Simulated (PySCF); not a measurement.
THF cation (C₄H₈O), SMILES C1COCC1 (connectivity only; charge and spin as stated), charge +1, multiplicity 2. Atoms are numbered in the order given.

```xyz
13

C     -0.7387     0.2014     0.9987
C      0.7387    -0.2014     0.9987
C      1.1526     0.1090    -0.4245
O      0.0000     0.0000    -1.2178
C     -1.1526    -0.1090    -0.4245
H     -1.3402    -0.3467     1.7353
H     -0.8681     1.2784     1.1940
H      1.3402     0.3467     1.7353
H      0.8681    -1.2784     1.1940
H      1.9433    -0.4874    -0.9192
H      1.4787     1.1709    -0.5848
H     -1.4787    -1.1709    -0.5848
H     -1.9433     0.4874    -0.9192
```
Charge +1, spin multiplicity 2.

The structure is a stationary point at PBE0-D3(BJ)/def2-SVP. The multiplicity is an assumed one; no other spin state was optimised. The values are those of a single conformer.

Calculation: B3LYP/def2-TZVP in PySCF.

ESP charges are fitted to the potential on shells at 1.4 to 2.0 van der Waals radii. Atomic charges (e):

| atom | ESP fit | Mulliken | Mulliken spin |
|---|---|---|---|
| C1 | -0.07 | ? | 0.01 |
| C2 | -0.07 | ? | 0.01 |
| C3 | 0.02 | -0.07 | 0.01 |
| O4 | -0.03 | ? | 0.63 |
| C5 | 0.02 | -0.07 | 0.01 |
| H6 | 0.10 | 0.18 | 0.00 |
| H7 | 0.11 | 0.17 | 0.01 |
| H8 | 0.10 | 0.18 | 0.00 |
| H9 | 0.11 | 0.17 | 0.01 |
| H10 | 0.17 | ? | 0.05 |
| H11 | 0.20 | ? | 0.11 |
| H12 | 0.20 | ? | 0.11 |
| H13 | 0.17 | ? | 0.05 |

**Question.** What belongs in the gaps? (An estimate is asked for; the answer gives what the named calculation found.)

**Answer.** 
- C1, Mulliken: -0.22
- C2, Mulliken: -0.22
- O4, Mulliken: 0.01
- H10, Mulliken: 0.22
- H11, Mulliken: 0.22
- H12, Mulliken: 0.22
- H13, Mulliken: 0.22

Computed Mayer and Wiberg (Löwdin basis) orders of the bonds:
| bond | Mayer | Wiberg |
|---|---|---|
| C1–C2 | 0.93 | 1.18 |
| C2–C3 | 0.97 | 1.23 |
| C3–O4 | 0.97 | 1.45 |
| C1–C5 | 0.97 | 1.23 |
| O4–C5 | 0.97 | 1.45 |
| C1–H6 | 0.95 | 0.84 |
| C1–H7 | 0.95 | 0.83 |
| C2–H8 | 0.95 | 0.84 |
| C2–H9 | 0.95 | 0.83 |
| C3–H10 | 0.90 | 0.83 |
| C3–H11 | 0.86 | 0.78 |
| C5–H12 | 0.86 | 0.78 |
| C5–H13 | 0.90 | 0.83 |
